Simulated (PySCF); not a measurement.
## GaAs⁻: frontier orbitals

PBE0 at R = 2.227 Å; PySCF, no relativity, basis sets Ga def2-TZVPPD, As def2-TZVPPD. State: ²Σ⁺ (doublet), unpaired electrons σ ↑. Only the outer orbitals are listed, counted within each symmetry.

```csv
spin,orbital,occ.,ε (eV),on Ga (%),main shells (%)
α,13σ,1,-10.07,19,"80 As s, 13 Ga s"
α,14σ,1,-4.59,69,"69 Ga s, 18 As p, 13 As s"
α,15σ,1,-0.94,55,"41 Ga p, 40 As p, 12 Ga s"
α,7π,1,-0.37,35,"66 As p, 31 Ga p"
α,7π,1,-0.37,35,"66 As p, 31 Ga p"
α,8π,0,3.58,77,"54 Ga p, 23 Ga d, 14 As p"
α,8π,0,3.58,77,"54 Ga p, 23 Ga d, 14 As p"
β,13σ,1,-9.45,20,"79 As s, 15 Ga s"
β,14σ,1,-3.72,70,"70 Ga s, 16 As p, 14 As s"
β,7π,1,-0.21,36,"65 As p, 31 Ga p"
β,7π,1,-0.21,36,"65 As p, 31 Ga p"
β,15σ,0,1.65,58,"45 Ga p, 32 As p, 11 Ga s"
β,8π,0,3.88,76,"57 Ga p, 19 Ga d, 16 As p"
β,8π,0,3.88,76,"57 Ga p, 19 Ga d, 16 As p"
```

Which are the highest filled and the lowest empty level, where do they sit, and how wide is the gap?

Highest filled β 7π at -0.21 eV (in %: 65 As p, 31 Ga p); lowest empty β 15σ at 1.65 eV (in %: 45 Ga p, 32 As p, 11 Ga s); the gap at PBE0 is 1.86 eV. An empty level above zero is unbound, and its energy depends on the basis.

| Property | Result |
| --- | --- |
| bond order (Mayer) | 2.59 |
| ⟨S²⟩ | 0.758 |
| charge on Ga (Mulliken, basis-dependent) | -0.75 |
| charge on Ga (Löwdin, basis-dependent) | -0.77 |
| dipole moment (positive dipole points towards As; it is taken about the centre of mass and depends on that origin) | -1.69 D |
| polarisability along the bond | 156.9 bohr³ |
| polarisability across the bond | 156.4 bohr³ |

Spin–orbit coupling is left out. The state was picked by a PBE0 search and need not be the measured ground state.
